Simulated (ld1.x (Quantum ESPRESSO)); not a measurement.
## B: one change to an RRKJ potential, before and after

ld1.x (Quantum ESPRESSO) 7.5 input, shortened:

```
&input
   title='B', zed=5., rel=1, dft='PBESOL', iswitch=3,
   config='[He] 2s1 2p2 3d-2'
 /
 &inputp
   pseudotype=2, tm=.false., rho0=0.005, lloc=1,
   nlcc=.true., new_core_ps=.true.
 /
3
2S  1  0   1.00   0.00  1.70  1.70  0.0
3D  3  2  -2.00   0.20  3.25  3.25  0.0
2P  2  1   2.00   0.00  3.10  3.10  0.0
 &test
   configts(1)='2s1 2p2'
 /
```

Change: wave 2s (bound): rc 1.70 bohr becomes 2s (bound): rc 1.88 bohr.

Cutoffs: the cutoffs (Ry, on a coarse ladder) from which the occupation-weighted sum of valence levels, in a spherical-Bessel basis at the reference potential, stays within 10 and 1 mRy of its value at 400 Ry; they do not see the model core or the augmentation charge, which bear on the density cutoff. Errors are all-electron minus pseudo energies relative to the spin-unpolarised reference configuration.

How do hardness, ghosts and transferability respond?

The potential gets softer (21 Ry and 35 Ry → 21 Ry and 30 Ry); the errors of the 7 common tests hardly move; neither file shows a bound ghost. A larger radius leaves more room for a smooth pseudo-wave, so fewer plane waves are needed.

```csv
quantity,base,changed
"cutoff, loose",21 Ry,21 Ry
"cutoff, tight",35 Ry,30 Ry
bound ghosts,none,none
"error for 2s2 2p1, meV [ΔE -5.82 eV]",-19,-19
"error for 2s2 2p0, meV [ΔE 2.32 eV]",+130,+129
"error for 2s1 2p0, meV [ΔE 27.58 eV]",+487,+484
"error for 2s2 2p1.3, meV [ΔE -6.54 eV]",-29,-29
"error for 2s1 2p1, meV [ΔE 8.45 eV]",+28,+28
"error for 2s0 2p3, meV [ΔE 5.84 eV]",-20,-19
"error for 2s2 2p0.5, meV [ΔE -2.96 eV]",+18,+18
s: phases at 3.57 bohr within 0.05 rad from the reference energy up to (Ry; the scan ends near 5),0.3,0.3
p: phases at 3.57 bohr within 0.05 rad from the reference energy up to (Ry; the scan ends near 5),0.4,0.4
d: phases at 3.57 bohr within 0.05 rad from the reference energy up to (Ry; the scan ends near 5),1.7,1.7
```
